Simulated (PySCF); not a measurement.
# Computed properties of AuClH3N, SMILES [NH3]->[Au][Cl], multiplicity 1

AuClH3N, SMILES [NH3]->[Au][Cl], multiplicity 1. Geometry: B3LYP-D3(BJ)/def2-TZVP. The multiplicity is an assumed one; other spin states were not compared. The def2 effective core potentials stand for the cores of Au; spin–orbit coupling is left out. The values are those of a single conformer. All values are computed for the isolated molecule unless a solvent is named; none is compared with measurement here.

**Structure.** The optimised structure has C3v symmetry. All 12 harmonic modes at B3LYP-D3(BJ)/def2-TZVP (PySCF) are real, so it is a minimum. With heavy atoms numbered as in [NH3:1]->[Au:5][Cl:6], the shortest bond between them is N1–Au5 at 2.115 Å and the longest Au5–Cl6 at 2.258 Å.

**Vibrations.** The strongest infrared lines (harmonic, unscaled, degenerate partners summed) lie at 1245 cm⁻¹ (114 km/mol, H 84 %, N 16 %), 3557 cm⁻¹ (94 km/mol, H 92 %, N 8 %), 1659 cm⁻¹ (57 km/mol, H 95 %). The softest mode is at 127 cm⁻¹ and the zero-point energy is 25.1 kcal/mol.

**Electronic structure.** CAM-B3LYP/def2-TZVPD (PySCF) places the frontier levels at -8.33 and -0.53 eV, a gap of 7.80 eV, and gives a dipole moment of 9.00 D and a mean polarisability of 58.7 bohr³. PBE/def2-TZVPD (PySCF) at the same geometry gives -5.70 and -1.99 eV, so its gap is 4.09 eV narrower. An orbital gap is neither the optical nor the fundamental gap.

**Excitations.** TDDFT-B3LYP/def2-SVPD (PySCF) has S1 at 4.55 eV (273 nm, f = 0.006, weak); the most intense of the 10 singlets computed lies at 5.17 eV (f = 0.02). Strengths of degenerate partners are summed. T1 (TDA) is at 4.28 eV. TDDFT-PBE/def2-SVPD (PySCF) puts S1 at 3.98 eV. No vertical singlet excitation falls in the visible range (under 3.1 eV).
